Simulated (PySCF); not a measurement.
CH5AlBrNO, SMILES C[O][Al]([NH2])[Br].

The structure is a stationary point at PBE0-D3(BJ)/def2-SVP. The structure was generated by enumeration; whether it is a known compound was not checked. One conformer was computed; it need not be the lowest.

The numbers are results of PBE0-D3(BJ)/def2-SVP (PySCF), not measurements.

Frequencies are harmonic and unscaled.

Problem. Give all harmonic wavenumbers and intensities. (Estimate from the structure and the level; the computed values follow.)

Solution. 
| mode | ν (cm⁻¹) | IR (km/mol) | Raman (Å⁴/amu) | depolarisation | moving atoms (share of kinetic energy) |
|---|---|---|---|---|---|
| 1 | 74 | 4.2 | 1.2 | 0.69 | C 46 %, H 23 %, Br 19 % |
| 2 | 78 | 0.0 | 0.1 | 0.75 | H 98 % |
| 3 | 86 | 3.6 | 0.1 | 0.75 | O 43 %, H 23 %, C 17 %, N 12 % |
| 4 | 157 | 1.1 | 1.7 | 0.69 | N 45 %, H 26 %, Br 12 %, Al 9 % |
| 5 | 240 | 39.3 | 0.3 | 0.75 | Al 66 %, O 18 %, N 9 % |
| 6 | 241 | 17.2 | 1.0 | 0.61 | O 61 %, H 9 %, Al 9 %, Br 9 % |
| 7 | 345 | 0.1 | 0.1 | 0.75 | H 99 % |
| 8 | 379 | 33.3 | 6.2 | 0.09 | Al 40 %, Br 26 %, N 15 % |
| 9 | 383 | 187.9 | 0.2 | 0.75 | H 81 %, N 19 % |
| 10 | 639 | 10.8 | 2.7 | 0.22 | H 60 %, N 19 %, C 9 %, O 9 % |
| 11 | 742 | 225.4 | 8.0 | 0.15 | Al 40 %, H 22 %, N 14 %, O 13 %, C 10 % |
| 12 | 897 | 87.2 | 4.0 | 0.27 | Al 47 %, N 37 %, H 10 % |
| 13 | 1189 | 22.9 | 3.2 | 0.75 | H 71 %, C 21 % |
| 14 | 1192 | 0.3 | 1.0 | 0.75 | H 77 %, C 19 % |
| 15 | 1274 | 350.5 | 2.7 | 0.17 | O 57 %, C 33 % |
| 16 | 1476 | 1.5 | 18.3 | 0.75 | H 97 % |
| 17 | 1480 | 2.1 | 25.3 | 0.69 | H 96 % |
| 18 | 1484 | 13.4 | 9.5 | 0.72 | H 88 %, C 10 % |
| 19 | 1518 | 57.2 | 3.8 | 0.73 | H 89 %, N 11 % |
| 20 | 3008 | 92.5 | 155.6 | 0.00 | H 97 % |
| 21 | 3091 | 41.5 | 79.2 | 0.58 | H 90 %, C 10 % |
| 22 | 3099 | 38.0 | 122.2 | 0.75 | H 90 %, C 10 % |
| 23 | 3630 | 46.9 | 141.9 | 0.11 | H 96 % |
| 24 | 3727 | 44.8 | 85.9 | 0.75 | H 91 %, N 9 % |
